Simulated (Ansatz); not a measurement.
`[NH2][Ti]([OH])([Cl])[Cl]` and `[OH][Ti]([F])([Cl])[Cl]` differ in one atom or group.

Ansatz, PBE0-D4/def2-TZVP geometries, multiplicity 1. Each molecule was computed in one conformer, which needn't be the lowest.

Scalar relativity is left out up to krypton.

| property | `[NH2][Ti]([OH])([Cl])[Cl]` |
| --- | --- |
| size of the dipole moment (PBE/def2-TZVPP) / D | 2.91 |
| LUMO energy (B3LYP/def2-TZVPP) / eV | -2.78 |
| HOMO–LUMO gap (ωB97M-V/def2-TZVPP) / eV | 10.05 |
| HOMO energy (PBE0/def2-TZVPP) / eV | -8.11 |
| HOMO energy (B3LYP/def2-TZVPP) / eV | -7.85 |
| LUMO energy (PBE0/def2-TZVPP) / eV | -2.52 |

Q: Give the same properties after the change, and the shifts. (Best estimate.)

A: The calculation gave: 
| property | `[OH][Ti]([F])([Cl])[Cl]` | shift |
| --- | --- | --- |
| size of the dipole moment (PBE/def2-TZVPP) / D | 2.60 | -0.31 |
| LUMO energy (B3LYP/def2-TZVPP) / eV | -3.29 | -0.51 |
| HOMO–LUMO gap (ωB97M-V/def2-TZVPP) / eV | 10.70 | 0.65 |
| HOMO energy (PBE0/def2-TZVPP) / eV | -9.34 | -1.23 |
| HOMO energy (B3LYP/def2-TZVPP) / eV | -9.06 | -1.21 |
| LUMO energy (PBE0/def2-TZVPP) / eV | -3.03 | -0.51 |

With PBE0 the HOMO falls by 1.23 eV and the LUMO falls by 0.51 eV, so the gap widens by about 0.72 eV. PBE moves the HOMO by -1.18 eV and ωB97M-V by -1.17 eV. The zero-point energy changes by -59.3 kJ/mol with -6 modes. Dipoles are sizes alone; their direction can turn.

B3LYP here is the variant with VWN-RPA as its local correlation; programs differ in this.
